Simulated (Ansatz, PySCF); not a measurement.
The group X on acetyl-X is varied. Gas-phase values, no solvent. One relaxed conformer stands for each flexible species; it need not be the lowest. Strings in code marks are SMILES.

Quantity: vertical ionisation energy (energy after one electron is removed minus that of the parent at the parent's geometry), in eV.

Level 1: frozen-core MP2/cc-pVTZ // B3LYP-D3(BJ)/def2-TZVP (Ansatz, an electronic-structure program)
Level 2: minus the HOMO energy of HF/6-31G* // B3LYP-D3(BJ)/def2-TZVP (PySCF)
Level 3: minus the HOMO energy of SVWN5/6-31G* // B3LYP-D3(BJ)/def2-TZVP (PySCF)
Level 4: HF/cc-pVTZ // B3LYP-D3(BJ)/def2-TZVP (Ansatz)

```csv
species,level 1,level 2,level 3,level 4
`BC(C)=O`,10.38,10.98,6.05,8.49
`CC(=O)S` (O–C–S–H torsion 0°),10.50,10.65,6.08,8.77
`CC(=O)[SiH3]`,9.67,10.42,5.28,8.03
`C[C](=O)[GeH3]`,9.52,10.13,5.33,7.95
```
